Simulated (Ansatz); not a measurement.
A single point on `C[SiH2]C(C)S`.

```yaml
crystal:
  periodic: [false, false, false]
  atoms:
    - {symbol: C, position_ang: [-1.426875, 0.714483, 1.184533]}
    - {symbol: Si, position_ang: [0.136086, 1.148969, 0.261781]}
    - {symbol: C, position_ang: [0.744960, -0.290364, -0.797181]}
    - {symbol: C, position_ang: [0.965552, -1.565716, 0.005943]}
    - {symbol: S, position_ang: [-0.480693, -0.662613, -2.097704]}
    - {symbol: H, position_ang: [-2.198448, 0.376510, 0.489708]}
    - {symbol: H, position_ang: [-1.247468, -0.079421, 1.913053]}
    - {symbol: H, position_ang: [-1.805943, 1.585061, 1.724612]}
    - {symbol: H, position_ang: [-0.092971, 2.314595, -0.638698]}
    - {symbol: H, position_ang: [1.217048, 1.517298, 1.224322]}
    - {symbol: H, position_ang: [1.682373, -0.010715, -1.286411]}
    - {symbol: H, position_ang: [1.713335, -1.398506, 0.785264]}
    - {symbol: H, position_ang: [1.320397, -2.381189, -0.630226]}
    - {symbol: H, position_ang: [0.042842, -1.898333, 0.487942]}
    - {symbol: H, position_ang: [-0.592096, 0.579141, -2.597539]}
basis:
  gaussian: {orbitals: def2-QZVPP}
correlation: {method: mp2}
```

```sh
$ ansatz run in.yaml --threads 2 --pin off --events-out ev --progress --plain --max-ram 22528MiB --backend cuda --devices 0, --max-vram 18GiB
```

Output, abridged:

```
Functional definition: HF
3578 factors; integrals over basis functions are off by at most 6.7e-4 eV
mean field evaluation 1: about -21927.5706 eV, gradient 3.9e1 eV
mean field evaluation 2: about -21927.7326 eV, gradient 3.9e1 eV
mean field evaluation 4: about -21932.0760 eV, gradient 4.6e0 eV
mean field evaluation 8: about -21932.1582 eV, gradient 3.2e-1 eV
mean field -21932.15867796 eV, -805.9919652638 hartree, gradient 2.6e-6 eV, S^2 0.000000; 0 other end points of the search recorded, 0 dependent functions left out
13 core orbitals not correlated: weight in the atoms' cores, before any rotation towards them, 1.000 or more for the frozen orbitals, at most 0.000 for the correlated occupied ones
reference -21932.15867796 eV, -805.9919652638 hartree; 16, 16 occupied and 582, 582 virtual orbitals, 3578 factors
second order -24.49122557 eV of doubles, -0.00000000 eV of singles
Total energy: -21956.64990353 eV, -806.8920012027 hartree
```

It took 6 s on 2 threads of an AMD EPYC 7R13 on a shared host and a share of an NVIDIA H100 80 GB, with 1.2 GiB of host memory at the peak.
